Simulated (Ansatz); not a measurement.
Species: Ge$_{2}$ (charge 0, triplet). SMILES: [Ge]=[Ge]
Geometry: optimised at B3LYP-D3(BJ)/def2-TZVP (Ansatz, an electronic-structure program).

Property: atomisation energy (electronic, to ground-state atoms), in kcal/mol. Correlated levels leave the core frozen unless marked. Open shells are spin-unrestricted. No spin-orbit coupling. Frozen are the shells of the preceding noble gas and the d and f shells that filled before the atom's block. Non-relativistic. The coupled-cluster limit lacks core correlation, which all-electron functionals hold. CBS marks a two-point X^-3 extrapolation of the correlation energy; Hartree-Fock from the larger set.

```tsv
level	program	atomisation energy (kcal/mol)
revPBE-D4/def2-TZVPD	Ansatz + dftd4	71.9
```

**Question.** Predict the CCSD(T)/CBS(aug-cc-pVTZ,aug-cc-pVQZ) result (Ansatz).

**Answer.** 65.3 kcal/mol, so revPBE-D4/def2-TZVPD differs from it by 6.6 kcal/mol.
